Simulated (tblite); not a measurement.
Compound: C4H12OSSi2.
Z-matrix (Å and degrees, GFN2-xTB geometry), rows numbered from 1:
```
C 
C   1  1.5199
C   2  1.5322  1  110.60
C   2  1.4710  1  112.44  3   123.37
O   4  1.2150  2  124.09  1   174.28
Si  2  1.9470  1  112.81  3  -120.92
Si  6  2.3218  2  103.27  1  -165.41
S   7  2.1842  6  105.29  2  -164.17
H   1  1.0872  2  110.16  3    62.21
H   1  1.0876  2  110.85  3  -178.18
H   1  1.0902  2  111.15  3   -57.51
H   3  1.0869  2  111.00  1   174.58
H   3  1.0904  2  110.08  1    54.88
H   3  1.0876  2  110.50  1   -64.41
H   4  1.1052  2  116.47  1    -2.49
H   6  1.4729  2  104.60  1    68.45
H   6  1.4715  2  106.18  1   -42.69
H   7  1.4541  6  117.87  2    88.26
H   7  1.4632  6  116.91  2   -50.83
H   8  1.3234  7   97.94  6    60.54
```

Computed with GFN2-xTB (tblite): harmonic, unscaled wavenumbers at the GFN2-xTB geometry, gas phase. Errors from tens to a few hundred cm⁻¹ against measured bands are possible. Modes of hydrogen on silicon and sulfur can be 10 to 20 % off. One conformer, not necessarily the lowest.

Harmonic wavenumbers (cm⁻¹): 50.9, 88.2, 101.2, 117.2, 143.2, 168.3, 188.3, 198.6, 216.2, 226.5, 278.5, 320.3, 337.6, 360.1, 424.7, 432.1, 491.1, 558.1, 576.3, 599.6, 632.8, 647.7, 713.3, 728.2, 778.8, 803.2, 857.7, 930.5, 975.8, 994.6, 1026.7, 1148.1, 1190.5, 1248.6, 1369.9, 1405.9, 1424.1, 1489.4, 1500.5, 1506.2, 1510.4, 1685.0, 2172.9, 2191.8, 2230.7, 2322.0, 2475.0, 2784.1, 2998.8, 3001.6, 3027.7, 3033.3, 3042.0, 3044.8.

A = 2313, B = 642.0, C = 578.8 MHz; mass 164.015 u (most abundant isotopes); point group C1, symmetry number 1.

Q: Zero-point energy?

A: ½Σν̃ = 31385 cm⁻¹ = 375.44 kJ/mol.

Q: Entropy at 298.15 K, 1 bar (ideal gas, RRHO, classical rotation)?

A: Translation 172.46, rotation 126.79, vibration 168.24: S = 467.5 J/(mol K).

Q: And Cp and H(298.15 K) − H(0)?

A: Cp = 204.89 J/(mol K), of which vibrations give 171.63 (their classical limit is 54 R = 449.0); H(298.15 K) − H(0) = 37.07 kJ/mol without the zero-point energy, 27.16 from vibrations.

Q: Which modes carry the vibrational entropy at 298.15 K?

A: 50.9 cm⁻¹: 20.01; 88.2 cm⁻¹: 15.48; 101.2 cm⁻¹: 14.36; 117.2 cm⁻¹: 13.16; 143.2 cm⁻¹: 11.55; 168.3 cm⁻¹: 10.27 J/(mol K); the other 48 give 83.42 together.

Q: What must be added to the electronic energy to get the Gibbs energy at 298.15 K and 1 bar?

A: ZPE + [H(298.15 K) − H(0)] − T·S = 375.44 + 37.07 − 139.38 = 273.13 kJ/mol.

Q: How do the functions run with temperature in this model?

A: 
```tsv
T (K)	S (J/(mol K))	Cp (J/(mol K))	H − H(0) (kJ/mol)	G − H(0) (kJ/mol)	ln q(vib)
100	307.4	99.3	6.16	-24.58	1.95
200	395.3	158.3	19.17	-59.89	5.62
300	468.8	205.7	37.45	-103.18	9.35
500	591.6	276.8	86.16	-209.65	16.37
800	738.0	345.7	180.39	-410.00	25.70
1000	818.6	376.4	252.76	-565.84	31.22
```

q(vib) and H(0) count from the zero-point level.

Q: Blend soft modes into free rotors: weight 1/[1 + (100 cm⁻¹/ν̃)⁴] for the oscillator and the rest for a rotor with moment μB/(μ + B), μ = h/(8π²ν), B = 10⁻⁴⁴ kg m². What vibrational entropy results?

A: 159.46 J/(mol K) in place of 168.24, which changes −T·S at 298.15 K by +2.62 kJ/mol.

Hindered rotation and anharmonicity are outside this model. Other conformers, if any are populated, would add a mixing term that is left out. The structure is chiral; the term R ln 2 for an equal mix with its mirror image is left out.

The run took 4.5 s wall, 3.9 s CPU on an Intel Xeon at 2.50 GHz with one thread, shared host with 64 logical CPUs at a one-minute load of 49. The figure is for the frequency step alone.
